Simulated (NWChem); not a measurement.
**Basis-set convergence for H6AlP**

```xyz
8

Al     1.2864    -0.5232     0.0000
H      1.1579    -1.3346     1.3865
H      1.1579    -1.3346    -1.3865
H      2.0604     0.8904     0.0000
P     -1.0641     0.4327     0.0000
H     -2.1834    -0.4574     0.0000
H     -1.4773     1.2742    -1.0798
H     -1.4773     1.2742     1.0798
```
Charge 0, spin multiplicity 1.

Everything below was run with NWChem. Structure: optimised with PBE/def2-SVP, a minimum by its harmonic frequencies.

Quantity: LUMO energy at the level B3LYP.

B3LYP has NWChem's definition, with VWN1-RPA local correlation. The Pople sets run with spherical d functions. The structure started from a generated list of species.

| basis | functions | LUMO energy (eV) |
|---|---|---|
| STO-3G | 24 | 5.66 |
| 3-21G | 38 | 0.06 |
| 6-31+G* | 56 | … |
| cc-pVDZ | 66 | -0.23 |
| def2-SVP | 66 | -0.21 |
| def2-SVPD | 96 | … |
| aug-cc-pVDZ | 108 | -0.98 |
| def2-TZVPD | 140 | … |
| def2-TZVPP | 168 | -0.56 |
| aug-cc-pVTZ | 238 | -0.98 |

Fill in the missing entries.


- 6-31+G*, LUMO energy (eV): -0.90
- def2-SVPD, LUMO energy (eV): -0.58
- def2-TZVPD, LUMO energy (eV): -0.77
